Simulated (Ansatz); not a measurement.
Input and output for CH6NOSb (`[CH3][Sb]([NH2])[OH]`).

```yaml
crystal:
  periodic: [false, false, false]
  atoms:
    - {symbol: C, position_ang: [-1.292040, 0.532499, -0.521867]}
    - {symbol: Sb, position_ang: [0.636865, 0.855910, 0.337182]}
    - {symbol: N, position_ang: [0.743866, -0.880066, 1.349224]}
    - {symbol: O, position_ang: [1.444045, 0.212278, -1.343535]}
    - {symbol: H, position_ang: [-1.280780, -0.447417, -1.001971]}
    - {symbol: H, position_ang: [-2.061847, 0.565914, 0.250230]}
    - {symbol: H, position_ang: [-1.497042, 1.295457, -1.273298]}
    - {symbol: H, position_ang: [0.041603, -1.583555, 1.171401]}
    - {symbol: H, position_ang: [0.945012, -0.816403, 2.335530]}
    - {symbol: H, position_ang: [2.403420, 0.214081, -1.300096]}
basis:
  gaussian: {orbitals: def2-TZVPD}
hamiltonian: {xc: {name: B2PLYP}}
output: {forces: true}
```

```sh
$ ansatz run in.yaml --threads 4 --pin off --events-out ev --progress --plain --max-ram 10444MiB
```

Output, abridged:

```
Functional definition: B2PLYP
1682 factors; integrals over basis functions are off by at most 1.2e-3 eV
mean field evaluation 1: about -11182.9210 eV, gradient 7.8e1 eV
mean field evaluation 2: about -11182.9540 eV, gradient 7.7e1 eV
mean field evaluation 4: about -11194.1158 eV, gradient 1.1e1 eV
mean field evaluation 8: about -11194.3525 eV, gradient 1.2e0 eV
mean field evaluation 16: about -11194.3554 eV, gradient 3.8e-4 eV
mean field -11194.35537006 eV, -411.3849720431 hartree, gradient 1.6e-6 eV, S^2 0.000000; 0 other end points of the search recorded, 0 dependent functions left out
7 core orbitals not correlated: weight in the atoms' cores, before any rotation towards them, 1.000 or more for the frozen orbitals, at most 0.000 for the correlated occupied ones
reference -11194.35555451 eV, -411.3849788216 hartree; 18, 18 occupied and 199, 199 virtual orbitals, 1682 factors
second order -32.40085669 eV of doubles, -0.00000000 eV of singles
Total energy: -11203.10378582 eV, -411.7064703923 hartree
Atom 0 at    -1.292040     0.532499    -0.521867 Å, force    -0.110828    -0.018060    -0.072986 eV/Å
Atom 1 at     0.636865     0.855910     0.337182 Å, force    -0.034666     0.292457     0.176894 eV/Å
Atom 2 at     0.743866    -0.880066     1.349224 Å, force     0.030753    -0.095301     0.018304 eV/Å
Atom 3 at     1.444045     0.212278    -1.343535 Å, force    -0.089654    -0.082995    -0.199081 eV/Å
Atom 4 at    -1.280780    -0.447417    -1.001971 Å, force    -0.016086     0.036545     0.024249 eV/Å
Atom 5 at    -2.061847     0.565914     0.250230 Å, force     0.030450    -0.003071    -0.035921 eV/Å
Atom 6 at    -1.497042     1.295457    -1.273298 Å, force     0.001993    -0.035522     0.031320 eV/Å
Atom 7 at     0.041603    -1.583555     1.171401 Å, force    -0.047744    -0.070838     0.015300 eV/Å
Atom 8 at     0.945012    -0.816403     2.335530 Å, force     0.015985    -0.019901     0.072453 eV/Å
Atom 9 at     2.403420     0.214081    -1.300096 Å, force     0.219799    -0.003313    -0.030531 eV/Å
Dipole moment:    -0.122165     0.119537     0.365409 e Å
```

Hardware: 4 threads of an Arm Neoverse V1 on a shared host. Wall time 16 s, peak host memory 0.82 GiB.
